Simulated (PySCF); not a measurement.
Working with the constants of LiI

RHF-CCSD(T) constants of LiI, ¹Σ⁺ (singlet), closed shell (PySCF, scalar-relativistic core potentials, basis sets Li def2-SVP, I def2-SVP with ECP28; masses 7.0160 and 126.9045 u):

```
ωe           : 490.2 cm⁻¹
ωexe         : 2.96 cm⁻¹
Be           : 0.43567 cm⁻¹
αe           : 0.00428 cm⁻¹
De to Li + I : 3.42 eV
```

Q: What force constant and bond length do these constants imply?

A: Reduced mass μred = 6.6484 u; k = 5.8918×10⁻⁷·μred·ωe² (u, cm⁻¹, mdyn/Å) = 0.941 mdyn/Å; Re = √(16.8576/(μred·Be)) (u, cm⁻¹, Å) = 2.412 Å.

Q: Estimate the centrifugal constant D from the Kratzer relation and find the Dunham coefficient a1.

A: D = 4Be³/ωe² = 1.38e-06 cm⁻¹; a1 = −1 − αeωe/(6Be²) = -2.84.

Measured values (Huber and Herzberg, Constants of Diatomic Molecules (1979)): ωe = 498.16 cm⁻¹, ωexe = 3.39 cm⁻¹, Be = 0.443182 cm⁻¹, αe = 0.00409 cm⁻¹.

Correlated steps freeze 4 core orbitals. Correlated levels converge slowly with the basis: in double zeta they bind strong bonds too weakly, by up to about 1 eV, and carry superposition errors of some tenths. These are scalar-relativistic numbers at best; spin–orbit coupling would shift them, the dissociation energy most. Where the molecule has an RHF reference, its open-shell atoms are computed with UHF.
